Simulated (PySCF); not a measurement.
2-(furan-2-yl)-1,3-thiazole (C₇H₅NOS), SMILES c1coc(-c2nccs2)c1.

The structure is a stationary point at B3LYP-D3(BJ)/def2-SVP. The values are those of a single conformer.

These are PBE/def2-SVP run with PySCF values and carry that method's errors.

Symmetry labels are those of the subgroup Cs that the program uses (full group Cs).

Computed valence orbital energies around the gap with their symmetry:
| orbital | symmetry | energy (eV) |
|---|---|---|
| HOMO−7 | A' | -9.67 |
| HOMO−6 | A' | -9.24 |
| HOMO−5 | A' | -8.77 |
| HOMO−4 | A" | -7.22 |
| HOMO−3 | A" | -6.94 |
| HOMO−2 | A" | -6.77 |
| HOMO−1 | A' | -6.33 |
| HOMO | A" | -5.22 |
| LUMO | A" | -2.14 |
| LUMO+1 | A" | -0.34 |
| LUMO+2 | A' | -0.02 |
| LUMO+3 | A" | 0.15 |
